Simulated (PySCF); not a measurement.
Isomers of C9H14, one GFN2-xTB conformer each. Single-point energies are computed at PBE0/pcSseg-1 (PySCF, gas phase, no added dispersion term), electronic only.

Problem. Rank them by PBE0/pcSseg-1 energy, lowest first (kcal/mol).
A. `[CH3:1][CH:2]([CH3:3])[C:4]1=[CH:5][CH2:6][C@@H:7]2[CH2:8][C@H:9]12` with C1–C2–C4–C5 118°
B. `[CH3:1][CH:2]([CH3:3])[C@@H:4]1[C@H:5]2[CH:6]=[CH:7][CH2:8][C@@H:9]12` with C1–C2–C4–C5 -84°
C. `[CH2:1]=[CH:2][C:3](=[CH2:4])[C:5](=[CH2:6])[CH2:7][CH2:8][CH3:9]` with C1–C2–C3–C4 -173°, C2–C3–C5–C6 62°, C3–C5–C7–C8 69°, C5–C7–C8–C9 -177°
D. `[CH2:1]=[CH:2][C:3]([CH:4]=[CH2:5])=[C:6]([CH3:7])[CH2:8][CH3:9]` with C1–C2–C3–C4 24°, C2–C3–C4–C5 42°, C3–C6–C8–C9 -95°
E. `[CH2:1]1[CH2:2][CH:3]([C@:4]23[CH2:5][C@H:6]([CH2:7]2)[CH2:8]3)[CH2:9]1` with C2–C3–C4–C5 -69°, C9–C1–C2–C3 11°, C1–C2–C3–C4 -131°, C3–C4–C5–C6 -179°, C4–C5–C6–C7 44°
F. `[CH2:1]=[CH:2][C@@H:3]1[C@H:4]2[CH2:5][CH2:6][CH2:7][CH2:8][C@@H:9]12` with C1–C2–C3–C4 36°, C2–C3–C4–C5 139°, C3–C4–C5–C6 55°, C4–C5–C6–C7 49°, C5–C6–C7–C8 -68°

Solution. A (0.0), B (0.8), F (2.8), C (18.3), D (18.7), E (36.8).

As drawn, the lowest has a three-membered ring and a C=C bond outside aromatic rings, which the highest lacks; the highest has a four-membered ring and a quaternary carbon, which the lowest lacks. Neighbours under 2.5 kcal/mol apart (CC(C)C1=CC[C@@H]2C[C@H]12 and CC(C)[C@@H]1[C@H]2C=CC[C@H]21; CC(C)[C@@H]1[C@H]2C=CC[C@H]21 and C=C[C@@H]1[C@H]2CCCC[C@@H]12; C=CC(=C)C(=C)CCC and C=CC(C=C)=C(C)CC) can change places with a better method, another conformer or zero-point energy. GFN2-xTB itself gives, in the same order: 0.0, 1.6, 4.2, 34.2, 33.2, 24.6. Both levels put the same isomer lowest; measured from each level's own lowest isomer, the values differ by up to 15.9 kcal/mol (C=CC(=C)C(=C)CCC: 34.2 against 18.3).

Problem. Which frontier levels, dipoles and rotational constants go with these structures?

Solution. 
```json
{"SMILES": "CC(C)C1=CC[C@@H]2C[C@H]12", "HOMO (eV, PBE0/pcSseg-1)": "-6.37", "LUMO (eV)": "0.74", "dipole (D)": "0.19", "A, B, C (MHz)": "2970, 1196, 1082"}
{"SMILES": "CC(C)[C@@H]1[C@H]2C=CC[C@H]21", "HOMO (eV, PBE0/pcSseg-1)": "-6.49", "LUMO (eV)": "0.57", "dipole (D)": "0.35", "A, B, C (MHz)": "3456, 1071, 906.2"}
{"SMILES": "C=C[C@@H]1[C@H]2CCCC[C@@H]12", "HOMO (eV, PBE0/pcSseg-1)": "-6.62", "LUMO (eV)": "0.37", "dipole (D)": "0.81", "A, B, C (MHz)": "3534, 1096, 958.3"}
{"SMILES": "C=CC(=C)C(=C)CCC", "HOMO (eV, PBE0/pcSseg-1)": "-6.54", "LUMO (eV)": "-0.80", "dipole (D)": "0.40", "A, B, C (MHz)": "2106, 1027, 1008"}
{"SMILES": "C=CC(C=C)=C(C)CC", "HOMO (eV, PBE0/pcSseg-1)": "-5.98", "LUMO (eV)": "-0.66", "dipole (D)": "0.72", "A, B, C (MHz)": "2259, 1161, 862.9"}
{"SMILES": "C1CC(C23CC(C2)C3)C1", "HOMO (eV, PBE0/pcSseg-1)": "-7.85", "LUMO (eV)": "1.48", "dipole (D)": "0.17", "A, B, C (MHz)": "3827, 1134, 1069"}
```
